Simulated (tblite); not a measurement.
Species: C6H7F2 (doublet state).
Atom-mapped SMILES: `[CH2:1][C@@H:2]([CH:3]=[C:4]=[CH2:5])[CH:6]([F:7])[F:8]` (hydrogens: H9, H10 on C1; H11 on C2; H12 on C3; H13, H14 on C5; H15 on C6)

Structure optimised with GFN2-xTB, isolated species. This method treats the open shell by occupation alone, without spin polarisation.

(1) What internal coordinates does the optimisation give?

Answers

(1) 
```tsv
bond	length (bohr)
C1–C2	2.779
C2–C3	2.891
C3=C4	2.448
C4=C5	2.447
C2–C6	2.897
C6–F7	2.561
C6–F8	2.558
C1–H9, C1–H10	2.025
C2–H11	2.066
C3–H12	2.041
C5–H13	2.038
C5–H14	2.038
C6–H15	2.083
```

Bonds in one row agree within 0.02 bohr and their mean is given. A selection of angles:
```tsv
angle	degrees
C1–C2–C3	107.1
C1–C2–C6	112.6
C3–C2–C6	108.2
C2–C3–C4	123.3
C3–C4–C5	178.6
C2–C6–F7	110.8
C2–C6–F8	111.6
F7–C6–F8	106.2
```

Dihedral angles: C1–C2–C3–C4 -108° (anticlinal); C1–C2–C6–F7 66° (synclinal).

Of the pairs four or more bonds apart, F8···H9 is among the closest relative to their van der Waals radii: 2.57 Å, 96 % of the sum of Bondi's values. The C–C distances run from 1.295 Å (C4=C5, drawn double) to 1.533 Å (C2–C6, drawn single), a spread of 0.238 Å. C3 (carbon bonded to 2 C and H) is planar (angles 123.3°, 121.8° and 114.8°, sum 359.9°, 0.02 Å off the plane of its three neighbours). C5 (carbon bonded to C and 2 H) is planar (angles 121.9°, 121.6° and 116.5°, sum 360.0°, 0.01 Å off the plane of its three neighbours). C1 (carbon bonded to C and 2 H) is almost planar (angles 120.1°, 119.7° and 119.3°, sum 359.0°, 0.07 Å off the plane of its three neighbours).

Point group: C1 (no symmetry element, even within 0.4 Å). Its GFN2-xTB frequencies are all real (lowest 45 cm⁻¹). Torsions: H–C1–C2–C3 -77° and 92°, C1–C2–C3–C4 -108°, C1–C2–C6–F7 66°. 3 starts were optimised and ended at 0.00, 0.18 and 1.00 kcal/mol (GFN2-xTB); the lowest of these is shown.

Hardware: one thread, Arm Neoverse V1 (aarch64), on a shared host. Cost: 0.6 s. That covers the optimisation of the geometry.

One conformer stands for the species.

All values are computed, not measured.
